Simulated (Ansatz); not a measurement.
Basis-set series for CH4FNOSi, SMILES `OC1(F)N[SiH2]1`. The species carries charge 0 and has multiplicity 1. Geometry: relaxed with PBE0-D4/def2-TZVP. It is one conformer, not always the lowest.

```csv
functional,basis,functions,energy (Eh),HOMO (eV),LUMO (eV)
PBE0-D4,def2-SVP,94,-559.08702,-7.18,-0.17
PBE0-D4,def2-TZVPP,222,-559.51469,-7.32,-0.61
ωB97M-V,def2-SVP,94,-559.37846,-9.41,1.76
ωB97M-V,def2-TZVPP,222,-559.81431,-9.57,1.09
```

Question: Give the rows for def2-QZVPP. (Estimate.)

Answer: Ansatz gave: 
```json
{"functional": "PBE0-D4", "basis": "def2-QZVPP", "functions": "418", "energy (Eh)": "-559.53947", "HOMO (eV)": "-7.36", "LUMO (eV)": "-0.75"}
{"functional": "ωB97M-V", "basis": "def2-QZVPP", "functions": "418", "energy (Eh)": "-559.83752", "HOMO (eV)": "-9.61", "LUMO (eV)": "0.80"}
```

Positive LUMOs are unbound and depend on the basis.
